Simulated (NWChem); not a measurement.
**Total energies of HO3S**

```xyz
5

O     -0.3690     1.4358     0.1278
S     -0.1546     0.0109    -0.2681
O     -0.9912    -1.1073     0.2360
O      1.4266    -0.4045     0.1582
H      1.9414     0.4330     0.1137
```
Charge 0, spin multiplicity 2.

The numbers come from NWChem runs, not from measurements. All single points use one geometry, from UPBE/def2-SVP, a minimum by its harmonic frequencies. It is one conformer; others weren't searched.

Basis set: def2-TZVP (136 functions).

```
method   total energy (Ha)  relative cost
-------  -----------------  -------------
UHF             -622.72382              1
UMP2            -623.61454        under 3
UB2PLYP         -624.25427        under 3
UPBE            -624.14394        under 3
UB3LYP          -624.53379        under 3
UM06-2X         -624.40197        under 3
```

Total energies of different functionals aren't comparable as a measure of quality: only differences taken within one method are. Relative cost: rough, from shared machines, SCF included, UHF = 1.

The correlated methods keep 8 core orbitals frozen. B3LYP has NWChem's definition, with VWN1-RPA local correlation. The structure started from a generated list of species. No SCF solution was tested for a lower state. Open-shell Hartree-Fock references start from PBE0 orbitals; any time given for them includes that run.
